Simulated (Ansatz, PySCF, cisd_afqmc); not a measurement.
System: GeCl, charge 0, doublet. GeCl (SMILES [Cl][Ge], doublet).
B3LYP-D3(BJ)/def2-TZVP minimum from Ansatz (an electronic-structure program):
```xyz
2

Ge     0.0000     0.0000    -0.7621
Cl     0.0000     0.0000     1.4345
```
Charge 0, spin multiplicity 2.

Atomisation energy term by term, kcal/mol (programs: Ansatz, cisd_afqmc). UHF or UKS for unpaired electrons; spin-orbit terms are left out. Correlated methods leave the cores frozen (noble-gas shells, and filled d and f shells in the p block). No relativity. The Monte Carlo rows (phaseless AFQMC, CISD trial, step 0.005/hartree) carry one-sigma bars that omit the constraint's bias. Outlying blocks are dropped, and bars are widened where a walk drifts. Over all cases where full CI ran beside it in this data, AFQMC minus full CI had a median of +0.1 mEh and passed +0.4 mEh in a tenth of the cases. CBS(X,Y): correlation extrapolated as X^-3, Hartree-Fock from the larger set. A bracket is a step between two methods taken in the basis named.

```tsv
term	basis	kcal/mol
Hartree-Fock	def2-QZVPP	63.38
CCSD correlation	CBS(def2-TZVPP,def2-QZVPP)	27.48
(T)	CBS(def2-TZVPP,def2-QZVPP)	3.68
CCSDT(Q) - CCSD(T)	def2-QZVPP	0.15
CCSDTQ - CCSDT(Q)	def2-SVP	-0.04
minus zero-point energy	Hessian by PySCF at B3LYP-D3(BJ)/def2-TZVP	-0.56
sum: D0		94.1
```

The step beyond CCSD(T) by other levels: CCSDTQ in def2-SVP 0.36; AFQMC/CISD in def2-SVP 0.45 ± 0.28; CCSDT(Q) in def2-SVP 0.40; CCSDT(Q) in def2-TZVPP 0.19 kcal/mol.
